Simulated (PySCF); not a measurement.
C5H9O2SSi (charge -1).
Geometry (GFN2-xTB, Å), atoms numbered from 1 in this order:
```xyz
18
C5H9O2SSi angstrom
C      2.1952    0.5367    0.4444
C      1.2279   -0.3601   -0.3182
Si    -0.5999    0.1920   -0.0913
C     -0.6826    2.0482   -0.7739
O     -0.3965    1.9434   -1.9730
O     -0.8889    3.0215   -0.0613
C     -1.2237   -0.7201    1.5122
S     -2.0399   -2.0449    0.5622
C     -1.6422   -1.1693   -0.9899
H      2.0007    0.4924    1.5150
H      2.0681    1.5680    0.1248
H      3.2331    0.2460    0.2703
H      1.4707   -0.3101   -1.3807
H      1.3713   -1.3988   -0.0058
H     -0.4660   -1.1473    2.1667
H     -1.9638   -0.2064    2.1218
H     -2.5625   -0.8473   -1.4715
H     -1.1098   -1.8376   -1.6633
```

NICS = −σ at a ghost point: NICS(0) at the centroid of the ring atoms, NICS(1) 1 Å to either side along the normal of their mean plane, zz for the tensor component along that normal. Level: GIAO PBE0/pcSseg-1 (PySCF, non-relativistic, gas phase) on the GFN2-xTB geometry, one conformer.

Ring bond lengths (Å), with Mayer bond orders in brackets: Si3–C7 1.947 (0.73), C7–S8 1.823 (1.01), S8–C9 1.826 (1.00), C9–Si3 1.936 (0.76).

**Question.** What do the NICS probes read (ppm)?

**Answer.** 
```csv
ring,type,NICS(0),"NICS(1), two faces","NICS(1)zz, two faces",rms pucker (Å),"centre to ring atoms, mean (Å)"
Si3–C7–S8–C9,4-membered ring with S and Si; formal bonds all single,-2.3,0.4 / -0.5,6.4 / 5.8,0.04,1.33
```

**Question.** What can be read from them?

**Answer.** 
- Si3–C7–S8–C9: mean NICS(1)zz 6.1 ppm, deshielded. Si3, C7, C9 have four or more neighbours; no verdict on aromaticity is drawn.
